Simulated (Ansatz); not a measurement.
`B[O][GeH2][F]` + `BO` → `BOB` + `[OH][GeH2][F]`  (ligand exchange at a B–O bond)

Gas-phase electronic energies from Ansatz, PBE0-D4/def2-TZVP geometries. CCSD(T)/CBS adds triple-zeta CCSD(T) − MP2 to the extrapolated MP2 energy (def2 sets, frozen cores). This one scheme is used for every species. DFT in def2-TZVPP. For Ge outer-core shells are correlated without core-valence functions, which leaves a few kJ/mol of doubt a bond. Scalar relativity is left out up to krypton. One conformer a species, not always the lowest.

```json
{"level": "revPBE", "ΔE (kJ/mol)": "34.1"}
{"level": "MP2/def2-TZVPP", "ΔE (kJ/mol)": "31.2"}
{"level": "CCSD/def2-TZVPP", "ΔE (kJ/mol)": "30.9"}
{"level": "HF/CBS(def2)", "ΔE (kJ/mol)": "20.4"}
```

Task: What does CCSD(T)/CBS give? (Best estimate.)

Result: The calculation gave: +29.4 kJ/mol. The listed levels differ from it by 4.7, 1.8, 1.5, -9.0 kJ/mol.

Largest T1 diagnostic among the species: 0.014.

From PBE to PBE0 (25 % exact exchange), in def2-TZVPP and without D4, ΔE moves by −3.9 kJ/mol. Leaving LDA and LC-ωPBE aside and taking each functional with its dispersion term where it has one, the values, not all of them listed here, spread over 7.9 kJ/mol, from BHLYP-D4 to PBE-D4.
